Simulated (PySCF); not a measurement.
Predicted microwave data (PBE0/pcSseg-1 in PySCF (dipole) on a GFN2-xTB geometry, gas phase) for one isomer of C8H13OP:

| Quantity | Value |
| --- | --- |
| Rotational constants | A = 2273, B = 651.9, C = 572.7 MHz |
| Dipole components | \|μa\| = 0.61 D, \|μb\| = 0.16 D, \|μc\| = 0.69 D |
| Inertial defect | -115.23 u·Å² |
| κ | -0.91 |

Question: Which structure is it? (One computed conformer of each.)
A. `CC(C)(c1oc(pc1)C)C`
B. `[CH3:1][CH2:2][c:3]1[cH:4][c:5]([O:6][CH3:7])[pH:8][c:9]1[CH3:10]` with C1–C2–C3–C4 -85°, C4–C5–O6–C7 -173°
C. `[CH3:1][O:2][c:3]1[cH:4][c:5]([CH:6]([CH3:7])[CH3:8])[cH:9][pH:10]1` with C1–O2–C3–C4 -177°, C4–C5–C6–C7 62°
D. `[CH:1]#[C:2][P@:3](=[O:4])([CH:5]=[CH2:6])[CH2:7][CH:8]([CH3:9])[CH3:10]` with C2–P3–C5–C6 127°, C2–P3–C7–C8 -90°, P3–C7–C8–C9 -172°
E. `[CH2:1]=[CH:2][P@@:3]([CH3:4])(=[O:5])[C:6]1=[CH:7][CH2:8][CH2:9][CH2:10]1` with C1–C2–P3–C4 -128°, C2–P3–C6–C7 -127°, C6–C7–C8–C9 12°, C7–C8–C9–C10 -20°, C8–C9–C10–C6 21°, P3–C6–C10–C9 168°

Answer: C. It is COc1cc(C(C)C)c[pH]1, a near-prolate asymmetric top, point group C1. The candidates at the same level (rigid rotor, commonest isotopes):

```json
{"SMILES": "COc1cc(C(C)C)c[pH]1", "A (MHz)": "2273", "B (MHz)": "651.9", "C (MHz)": "572.7", "μa (D)": "0.61", "μb (D)": "0.16", "μc (D)": "0.69", "Δ (u·Å²)": "-115.23", "point group": "C1", "rotor": "near-prolate asymmetric top"}
{"SMILES": "C=C[P@@](C)(=O)C1=CCCC1", "A (MHz)": "1949", "B (MHz)": "729.4", "C (MHz)": "718.0", "μa (D)": "1.89", "μb (D)": "2.49", "μc (D)": "2.30", "Δ (u·Å²)": "-248.32", "point group": "C1", "rotor": "near-prolate asymmetric top"}
{"SMILES": "Cc1oc(C(C)(C)C)cp1", "A (MHz)": "2088", "B (MHz)": "781.0", "C (MHz)": "651.4", "μa (D)": "1.33", "μb (D)": "1.06", "μc (D)": "0.02", "Δ (u·Å²)": "-113.37", "point group": "near Cs", "rotor": "asymmetric top"}
{"SMILES": "C#C[P@](=O)(C=C)CC(C)C", "A (MHz)": "1584", "B (MHz)": "816.1", "C (MHz)": "647.6", "μa (D)": "0.13", "μb (D)": "0.46", "μc (D)": "3.51", "Δ (u·Å²)": "-157.89", "point group": "C1", "rotor": "asymmetric top"}
{"SMILES": "CCc1cc(OC)[pH]c1C", "A (MHz)": "1977", "B (MHz)": "752.0", "C (MHz)": "577.7", "μa (D)": "0.28", "μb (D)": "0.73", "μc (D)": "0.55", "Δ (u·Å²)": "-52.76", "point group": "C1", "rotor": "asymmetric top"}
```

`Cc1oc(C(C)(C)C)cp1` has B 20 % too high; `C=C[P@@](C)(=O)C1=CCCC1` has C 25 % too high; `C#C[P@](=O)(C=C)CC(C)C` has A 30 % too low; `CCc1cc(OC)[pH]c1C` has B 15 % too high. No structure here is proved a minimum.
